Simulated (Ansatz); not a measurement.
Consider the hydrogenolysis of the Si–Si bond: `BN(C=C)[SiH2][SiH3]` + H₂ → `BN([SiH3])C=C` + SiH₄.

Gas-phase electronic energies from Ansatz, PBE0-D4/def2-TZVP geometries. CCSD(T)/CBS is the MP2 limit (def2-TZVPP, def2-QZVPP) plus CCSD(T) − MP2 in def2-TZVPP, frozen cores. This one scheme is used for every species. DFT in def2-TZVPP. Each species was taken in one conformer, which may not be the lowest.

Task: Is it downhill or uphill in electronic energy at CCSD(T)/CBS, and by how much? (An estimate is asked.)

Result: The calculation gave: Downhill: ΔE = -5.2 kcal/mol.

Task: What do these levels give: LDA (SPW92), PBE0-D4, r2SCANh-D4, PBE0, r2SCAN0, RPA@PBE/def2-TZVPP? (Estimate.)

Result: Computed: LDA (SPW92) -2.5, PBE0-D4 -3.1, r2SCANh-D4 -4.2, PBE0 -5.1, r2SCAN0 -5.6, RPA@PBE/def2-TZVPP -7.0 kcal/mol.

Largest T1 diagnostic among the species: 0.014.

At CCSD(T), def2-SVP lies −3.3 kcal/mol from the extrapolated value and def2-TZVPP −0.9 kcal/mol. From BLYP to BHLYP (50 % exact exchange), in def2-TZVPP and without D4, ΔE moves by −2.2 kcal/mol. Leaving LDA and LC-ωPBE aside and taking each functional with its dispersion term where it has one, the values, not all of them listed here, spread over 6.9 kcal/mol, from B2PLYP to revPBE-D4. LDA lies +1.2 kcal/mol from PBE without D4.
